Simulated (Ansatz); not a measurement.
The same path of a periodic cell of 17 atoms, Rb₁₆N (host Rb, host structure bcc, interstitial N) was run twice with different band settings. Lost on the way: Rb1–Rb2, Rb1–Rb3, Rb2–Rb6, Rb2–N17, Rb3–Rb6, Rb6–N17. Made: Rb1–Rb8, Rb1–Rb14, Rb2–Rb8, Rb2–Rb14, Rb3–Rb8, Rb3–Rb14.

These are results of Ansatz 0.2.0, DFT PBE, scalar-relativistic, plane waves, PAW, not measurements. Settings: cutoff 420 eV, k mesh 2x2x2, fermi-dirac smearing 0.05 eV, no spin polarisation.

Relaxed end points:

```xyz
17
Lattice="11.1800 0.0000 0.0000 0.0000 11.1800 0.0000 0.0000 0.0000 11.1800" Properties=species:S:1:pos:R:3
Rb 0.742 -0.815 0.004
Rb 4.848 -0.815 0.004
Rb 0.715 6.249 0.002
Rb -0.071 0.037 5.592
Rb 2.795 2.720 2.713
Rb 4.876 6.249 0.002
Rb 5.662 0.037 5.592
Rb 8.385 2.691 2.379
Rb -0.109 5.387 5.594
Rb 2.795 8.283 2.861
Rb 2.795 2.718 8.473
Rb 5.699 5.387 5.594
Rb 8.385 8.335 2.752
Rb 8.385 2.689 8.807
Rb 2.795 8.285 8.326
Rb 8.385 8.337 8.434
N 2.795 8.291 0.003
```

```xyz
17
Lattice="11.1800 0.0000 0.0000 0.0000 11.1800 0.0000 0.0000 0.0000 11.1800" Properties=species:S:1:pos:R:3
Rb 0.085 0.070 0.000
Rb 5.672 -0.075 0.000
Rb 0.082 5.531 0.000
Rb 0.061 -0.042 5.590
Rb 2.992 2.801 2.898
Rb 5.674 5.674 0.000
Rb 5.681 -0.406 5.590
Rb 8.345 2.798 2.881
Rb 0.058 5.640 5.590
Rb 2.139 8.388 2.072
Rb 2.992 2.801 8.282
Rb 5.683 6.005 5.590
Rb 9.197 8.391 2.059
Rb 8.345 2.798 8.299
Rb 2.138 8.388 9.109
Rb 9.197 8.391 9.121
N 0.079 8.390 0.000
```

Common settings: climbing image yes; spring 5.0 eV/Å²; force threshold 0.05 eV/Å; end points relaxed.

| run | movable images | optimiser | start path | iteration limit |
| --- | --- | --- | --- | --- |
| 1 | 5 | lbfgs | IDPP | 50 |
| 2 | 3 | quadratic models (default) | default | 8 |

What does each run give, and how far can it be trusted?

Run 1: converged after 15 iterations, highest image 0.458 eV above the first end. By the program's own check the climbing image is a first-order saddle point (lowest curvatures found: -0.33 and 0.05 eV/Å²).
Run 2: converged after 5 iterations, highest image 0.458 eV above the first end. The order of the point at the top wasn't checked.
Limits of this set-up: coarse k mesh, odd electron count without spin, a small cell, in which the defect meets its images, a typed lattice constant that wasn't relaxed here.
